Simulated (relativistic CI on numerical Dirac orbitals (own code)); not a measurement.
# Cl XVI: sensitivity of the levels to the model

Base calculation: Dirac-Coulomb-Breit CI, separate exchange-only KLI orbitals for each configuration, model QED (radiative potential, 1s self-energy scaled to tabulated hydrogen-like ionisation energies), unscaled Slater integrals.

Configurations in the expansion: 1s2, 1s 2s, 1s 2p, 1s 3s, 1s 3p, 1s 3d, 1s 4s, 1s 4p, 1s 4d, 1s 4f, 1s 5s, 1s 5p, 1s 5d, 1s 5f, 1s 5g, 1s 6s, 1s 6p, 1s 6d. Levels of other configurations are missing.

Variants: (1) non-relativistic limit. Shifts of the energy above 1s2 1S_0, in eV, for the lowest level and the first level of each name with at least 55 % of one term (blank where a level changes its place among those of its configuration and J or its character, or is not in the variant):

| Level | Base | Δ(1) |
| --- | --- | --- |
| 1s2 1S_0 | 0.00 | 0.00 |
| 1s 2s 3S_1 | 2755.59 | -6.96 |
| 1s 2p 3P°_0 | 2773.21 | -7.78 |
| 1s 2p 3P°_1 | 2773.73 | -8.29 |
| 1s 2s 1S_0 | 2774.75 | -7.55 |
| 1s 2p 3P°_2 | 2775.84 | -10.41 |
| 1s 2p 1P°_1 | 2788.88 | -9.40 |
| 1s 3s 3S_1 | 3261.15 | -9.65 |
| 1s 3p 3P°_0 | 3266.01 | -9.87 |
| 1s 3p 3P°_1 | 3266.16 | -10.02 |
| 1s 3s 1S_0 | 3266.29 | -9.82 |
| 1s 3p 3P°_2 | 3266.79 | -10.65 |
| 1s 3d 3D_1 | 3269.44 | -10.67 |
| 1s 3d 3D_2 | 3269.45 | -10.68 |

At this charge energies of transitions that change n are usually good to better than 1 %, and those within a shell (Δn = 0) to a few per cent.

Ionisation energy from the two ground configurations alone: base 3656.97 eV. The NIST ASD value (theoretical) is 3658.34 eV.

LS names give the leading component of a level, which can be under half, so a name can repeat, a term be missing and a line seem to break the LS rules.
